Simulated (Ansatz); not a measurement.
`C[SiH](Cl)[SiH2]O` + `N[Si](O)(F)F` → `O[SiH2]N[Si](O)(F)F` + `C[SiH2]Cl`  (cleavage of the Si–Si bond)

Program: Ansatz. Geometries: PBE0-D4/def2-TZVP. ΔE: electronic, gas phase. CCSD(T)/CBS is the MP2 limit (def2-TZVPP, def2-QZVPP) plus CCSD(T) − MP2 in def2-TZVPP, frozen cores. DFT in def2-TZVPP. B3LYP here is the variant with VWN-RPA as its local correlation; programs differ in this. One conformer a species, not always the lowest.

```tsv
level	ΔE (kJ/mol)
B3LYP-D4	-82.2
MP2/def2-TZVPP	-92.4
HF/def2-QZVPP	-100.6
MP2/def2-QZVPP	-91.3
```

**Question.** What does CCSD(T)/CBS give? (An estimate is asked.)

**Answer.** Computed: -84.4 kJ/mol. The listed levels differ from it by 2.2, -8.0, -16.2, -6.9 kJ/mol.

Largest T1 diagnostic among the species: 0.011.

From PBE to PBE0 (25 % exact exchange), in def2-TZVPP and without D4, ΔE moves by −8.1 kJ/mol. In def2-TZVPP, CCSD(T) changes the Hartree–Fock value by +12.4 kJ/mol (the triples alone add +1.8 kJ/mol) and MP2 by +7.0 kJ/mol.
